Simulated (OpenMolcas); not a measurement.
An OpenMolcas run meant for Ti³⁺ (ANO-R2, X2C; inactive shells 1s 2s 2p 3s 3p; intended active space 1 electron in 5 orbitals (3d)). One step of its input:

```
&RASSCF
FileOrb=start.orb
Symmetry=1
Spin=2
nElAct=1 0 0
Inactive=3 6
Ras2=5 0
CIRoot=5 5 1
SDav=5
CIMx=300
Iter=85 100
PrWF=0.3
OrbListing=Nothing
MaxOrb=0
Atom
>>> COPY $Project.JobIph JOB001
```

Lines from the output:

```
--- SEWARD ---
Basis set label: TI.ANO-R...6S5P4D2F1G.

      Electronic valence basis set:
      ------------------
      Associated Effective Charge  22.000000 au
      Associated Actual Charge     22.000000 au
      Nuclear Model: Finite nucleus - Gaussian distribution
        Gaussian exponent, Xi/bohr**(-2):  3.22631E+08

      Shell  nPrim  nBasis  Cartesian Spherical Contaminant
         s      19       6        X
         p      12       5        X
         d       8       4                 X
         f       5       2                 X
         g       4       1                 X
                  Relativistic X2C integrals
                  Atomic mean-field integrals
--- RASSCF ---

 Nr of active orbitals     NAC=   5
 Spin degeneracy         ISPIN=   2
 There can be no such wave function.
 ************************************************
--- Stop Module: rasscf at  /rc=_RC_INPUT_ERROR_ ---
.####################.
.# User input error #.
.####################.
```

Q: What is wrong with the input?

A: A keyword is misspelt. OpenMolcas reads the first four letters of a keyword, so the setting is refused or falls back to its default.
